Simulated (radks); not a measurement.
Eu3+, configuration [Kr] 4d10 4f6.5 5s1.5 5p6 (fractional occupations, a model configuration). All-electron calculation, scalar-relativistic Kohn-Sham, PBE, spin-polarised, spherical densities, point nucleus; open shells are filled with parallel spins first (spin-orbit coupling, left out, can overturn this in heavy ions). Program: a radial shooting solver on a logarithmic mesh with Libxc functionals.

Unscreened Slater integrals over Kohn-Sham orbitals (eV). They are taken over the spin-up orbitals.

| integral | value |
|---|---|
| F0(4f,4f) | 28.658 |
| F2(4f,4f) | 13.441 |
| F4(4f,4f) | 8.3951 |
| F6(4f,4f) | 6.0287 |
| F0(4f,5p) | 18.788 |
| F2(4f,5p) | 6.7157 |
| G2(4f,5p) | 3.6374 |
| G4(4f,5p) | 2.7949 |
| F0(4f,5s) | 20.906 |
| G3(4f,5s) | 4.1569 |
| F0(4f,4d) | 32.353 |
| F2(4f,4d) | 15.353 |
| F4(4f,4d) | 9.7626 |
| G1(4f,4d) | 18.076 |
| G3(4f,4d) | 11.306 |
| G5(4f,4d) | 7.9809 |
| F0(5p,5p) | 15.815 |
| F2(5p,5p) | 8.5600 |
| F0(5p,5s) | 16.845 |
| G1(5p,5s) | 11.314 |
| F0(5p,4d) | 19.752 |
| F2(5p,4d) | 5.5916 |
| G1(5p,4d) | 1.5646 |
| G3(5p,4d) | 1.5268 |
| F0(5s,5s) | 18.174 |
| F0(5s,4d) | 22.230 |
| G2(5s,4d) | 2.3808 |
| F0(4d,4d) | 37.522 |
| F2(4d,4d) | 19.078 |
| F4(4d,4d) | 12.761 |

Derived for the open shells (J is the average intra-shell exchange parameter used in DFT+U). 4f: F4/F2 = 0.625, F6/F2 = 0.449, J = (286 F2 + 195 F4 + 250 F6)/6435 = 1.086 eV.
